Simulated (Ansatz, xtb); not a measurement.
**A geometry optimisation of ClGeH6NSi2 with r2SCAN-D4/def2-SVP**

The starting geometry of this gas-phase singlet was built from a drawn formula by distance geometry and a force field; its bonds are those of `N[SiH2][Ge][SiH2]Cl`.

| atom | x (Å) | y (Å) | z (Å) |
| --- | --- | --- | --- |
| Cl | 4.1986 | -2.4257 | -0.5117 |
| Ge | 1.7186 | 0.2108 | -0.7653 |
| N | -0.2360 | -1.7723 | 1.1543 |
| Si | 0.9437 | -0.3921 | 1.3037 |
| Si | 2.6908 | -1.6232 | -1.7648 |
| H | -0.9701 | -1.4390 | 0.4451 |
| H | 0.3126 | -2.5218 | 0.6613 |
| H | 2.0754 | -0.8223 | 2.1539 |
| H | 0.2512 | 0.7501 | 1.9478 |
| H | 1.6162 | -2.6252 | -1.9861 |
| H | 3.2682 | -1.2198 | -3.0672 |

Q: Predict what becomes of its bonds when it is optimised with r2SCAN-D4/def2-SVP.

A: A new bond forms, giving a structure given below by its coordinates. Contacts that close: Ge2–N3 (3.38 → 2.17 Å).

The energy falls by 1.41 eV over 26 steps:

| step | E − E(last) (eV) |
| --- | --- |
| 1 | 1.411 |
| 4 | 0.780 |
| 7 | 0.321 |
| 9 | 0.205 |
| 12 | 0.121 |
| 15 | 0.075 |
| 18 | 0.025 |
| 20 | 0.003 |
| 23 | 0.000 |
| 26 | 0.000 |

Final geometry (Å):

```
atom    x (Å)    y (Å)    z (Å)
  Cl   2.8642  -3.1146  -0.1616
  Ge   0.4824  -0.2939  -1.1138
   N   0.1762  -1.4899   0.6715
  Si   1.2581  -0.0578   1.1103
  Si   2.4217  -1.6945  -1.6796
   H  -0.7830  -1.5379   1.0134
   H   0.6165  -2.4159   0.6849
   H   2.4728  -0.5968   1.7897
   H   0.4881   0.7792   2.0801
   H   2.1909  -2.5331  -2.8978
   H   3.6814  -0.9253  -1.9263
```

From the same start GFN2-xTB ends elsewhere, differing in Cl1–Ge2 (2.49 against 3.81 Å here), Ge2–N3 (3.68 against 2.17 Å here).

No frequencies were run, so the end isn't proven a minimum. Run with Ansatz 0.2.0, 2.1 min on 2 threads of Arm Neoverse V2 (shared host).
